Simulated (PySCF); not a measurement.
# How methods differ on the excitation energy of Ga

Ga [Ar] 3d10 4s2 4p1 (2P) → Ga [Ar] 3d10 4s1 4p2 (4P), as a difference of total energies. All numbers are calculated (PySCF 2.14, scalar relativity by spin-free X2C-1e, in ANO-RCC-VTZP). Correlated levels: valence and next inner shell: [Ne] frozen. The calculations carry no spin-orbit coupling.

| method | excitation energy (cm⁻¹) |
| --- | --- |
| UHF | 26481 |
| MP2 (valence and next inner shell) | 35504 |
| SCS-MP2 (valence and next inner shell) | 36818 |
| CCSD (valence and next inner shell) | 36165 |
| CCSD(T) (valence and next inner shell) | 36728 |
